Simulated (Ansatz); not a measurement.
One change: `C=CCCC` becomes `CCC[SiH2]Cl`.

Ansatz, PBE0-D4/def2-TZVP geometries, multiplicity 1. Each molecule was computed in one conformer, which needn't be the lowest.

| property | `C=CCCC` |
| --- | --- |
| HOMO energy (B3LYP/def2-TZVPP) / eV | -7.12 |
| LUMO energy (ωB97M-V/def2-TZVPP) / eV | 2.50 |
| HOMO–LUMO gap (PBE/def2-TZVPP) / eV | 5.59 |
| LUMO energy (PBE0/def2-TZVPP) / eV | 0.42 |
| size of the dipole moment (B3LYP/def2-TZVPP) / D | 0.43 |
| size of the dipole moment (ωB97M-V/def2-TZVPP) / D | 0.41 |

**Question.** What does the change do to each property? (Estimate.)

**Answer.** Computed: 
```csv
property,`CCC[SiH2]Cl`,shift
HOMO energy (B3LYP/def2-TZVPP) / eV,-8.21,-1.09
LUMO energy (ωB97M-V/def2-TZVPP) / eV,2.19,-0.31
HOMO–LUMO gap (PBE/def2-TZVPP) / eV,6.69,1.10
LUMO energy (PBE0/def2-TZVPP) / eV,0.46,0.04
size of the dipole moment (B3LYP/def2-TZVPP) / D,1.87,1.44
size of the dipole moment (ωB97M-V/def2-TZVPP) / D,1.86,1.45
```

Dipoles are sizes alone; their direction can turn.

B3LYP here is the variant with VWN-RPA as its local correlation; programs differ in this.
